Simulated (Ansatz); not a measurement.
`CC([SiH3])S` + H–F → `CC(F)[SiH3]` + H₂S at 298.15 K and 1 bar (substitution at a C–S bond).

Program: Ansatz. Geometries: PBE0-D4/def2-TZVP. ΔE: electronic, gas phase. CCSD(T)/CBS adds triple-zeta CCSD(T) − MP2 to the extrapolated MP2 energy (def2 sets, frozen cores). This one scheme is used for every species. Each species was taken in one conformer, which may not be the lowest.

```csv
species,CCSD(T)/CBS energy (Eh),H − E (kJ/mol),S (J/(mol·K))
`CC([SiH3])S`,-767.76814,255.9,335.0
H–F,-100.39570,33.5,173.6
`CC(F)[SiH3]`,-469.17172,234.4,317.9
H₂S,-398.97279,49.9,205.7
```

H − E and S are ideal-gas, rigid-rotor, harmonic terms from PBE0-D4/def2-TZVP, for one conformer and one mirror image of each species. 1 Eh = 2625.50 kJ/mol, R = 8.31446 J/(mol·K).

**Question.** By hand: ΔE, ΔH, ΔS and ΔG.

**Answer.** ΔE = (-469.17172) + (-398.97279) − (-767.76814) − (-100.39570) = 0.01933 Eh = 50.8 kJ/mol. Δ(H − E) = 234.4 + 49.9 − 255.9 − 33.5 = -5.1, so ΔH = 45.7 kJ/mol. ΔS = 317.9 + 205.7 − 335.0 − 173.6 = 15.0 J/(mol·K). ΔG = 45.7 − 298.15 × (15.0)/1000 = 41.2 kJ/mol.

**Question.** By hand: the equilibrium constant, and the temperature at which ΔG would vanish if ΔH and ΔS stayed fixed.

**Answer.** log₁₀ K = −ΔG/(RT ln 10) = -7.2. ΔG = 0 at ΔH/ΔS = 3047 K, far beyond where these terms or the molecules hold.

ΔH outweighs TΔS. A doubt of 5 kJ/mol in ΔE shifts log₁₀ K by 0.9 here. Other conformers and mirror images would add mixing entropy, several J/(mol·K) or more a flexible species. These are equilibria of isolated gas molecules and say nothing of rates. Largest T1 diagnostic: 0.011 (customary marks: 0.02 for closed shells, 0.045 for open ones).
